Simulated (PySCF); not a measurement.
**Correlation energy of Tc (technetium, neutral)**

Starting occupation: [Kr] 4d5 5s2, 4d5/2 with m_j = -3/2, -1/2, +1/2, +3/2, +5/2. All numbers are calculated (PySCF 2.14, X2C-1e with screened-nucleus spin-orbit coupling, Gaussian nucleus, in x2c-SVPall-2c with one added diffuse shell each of s, p, d type (7s9p7d1f, 76 functions)). Frozen: [Ar] 3d10; 15 electrons correlated; the 6 highest virtual spinors left out.

MP2 pair energies summed by pair of shells (mhartree):

| pair | energy | share (%) |
| --- | --- | --- |
| 4d-4p | -110.40 | 35.8 |
| 4p-4p | -61.76 | 20.0 |
| 4d-4d | -47.23 | 15.3 |
| 4d-5s | -28.97 | 9.4 |
| 5s-5s | -17.75 | 5.8 |
| 4p-5s | -17.01 | 5.5 |
| 4p-4s | -15.30 | 5.0 |
| 4d-4s | -5.70 | 1.9 |
| 4s-4s | -3.00 | 1.0 |
| 4s-5s | -0.94 | 0.3 |

Total MP2 correlation energy: -308.07 mhartree.

The GHF reference relaxed away from the jj start to a determinant that is no pure jj level (⟨S²⟩ = 8.78, ⟨J²⟩ = 8.79); the energies belong to that determinant.

This basis was not built for core-valence correlation, so the inner-shell part is incomplete.
